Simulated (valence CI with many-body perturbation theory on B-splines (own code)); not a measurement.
**Kr30+: what the settings do**

Calculated by valence CI with perturbative core correlation (CI+MBPT): four valence electrons over a frozen Dirac-Fock core [He], a basis of 6 s, 6 p, 5 d, 3 f, 1 g functions for each j, with the one-electron correlation potential Σ1, the two-electron term Σ2, the three-electron term Σ3, Breit, model QED; selected CI, second order for the rest, scaled by the run's own slope (own B-spline code, finite nucleus).

No measured spectrum was set against this ion. As an estimate, large intervals hold to a few tenths of a per cent, small ones and those within an open d or f shell to about a per cent.

The reference run has the lowest level (2s^2 2p1/2^2) J=0 and an ionisation energy of 3590.33 eV. Its largest variational space holds 11508 state functions.

Levels are named by their leading jj configuration (3d3/2^4 stands for four electrons in 3d with j = 3/2), which in mixed levels can hold well under half, so a name can repeat and another be missing. Letters in brackets count levels of one name in rising energy.

Changed runs:
A. scale of Σ1 1 → 0; scale of Σ2 1 → 0
B. QED terms on → off
C. scale of Σ1 1 → 0.8
D. correlating orbitals by l 3 3 3 2 1 → 0 0 0 0 0 (bad on purpose)

Excitation energies of the reference run in cm⁻¹, and shifts in cm⁻¹:

```
                     Level  Reference      A       B      C      D
    (2s^2 2p1/2 2p3/2) J=1     396603    -44   -1084    -59   -358
    (2s^2 2p1/2 2p3/2) J=2     478615   -240   -1110    -61   +901
        (2s^2 2p3/2^2) J=2     934676   -533   -2006   -115   +771
        (2s^2 2p3/2^2) J=0    1127320  -1258   -1755   -112   +729
    (2s 2p1/2^2 2p3/2) J=2    1174720  +1975  +10028   +241  -4652
    (2s 2p1/2^2 2p3/2) J=1    1530790  +2547  +10262   +247  +2991
(2s 2p1/2 2p3/2^2) J=2 [a]    1653520  +1997   +9554   +209   +188
    (2s 2p1/2 2p3/2^2) J=3    1784220  +2013   +9351   +198  +1361
    (2s 2p1/2 2p3/2^2) J=0    1954470  +1614   +9356   +195  +2278
(2s 2p1/2 2p3/2^2) J=1 [a]    2000040  +2358   +9310   +192  +2856
(2s 2p1/2 2p3/2^2) J=2 [b]    2064250  +2631   +9289   +190  +4296
(2s 2p1/2 2p3/2^2) J=1 [b]    2151740  +3887   +9623   +205  +6132
    Ionisation energy (eV)    3590.33  -0.31   -0.11  -0.07  -0.54
```
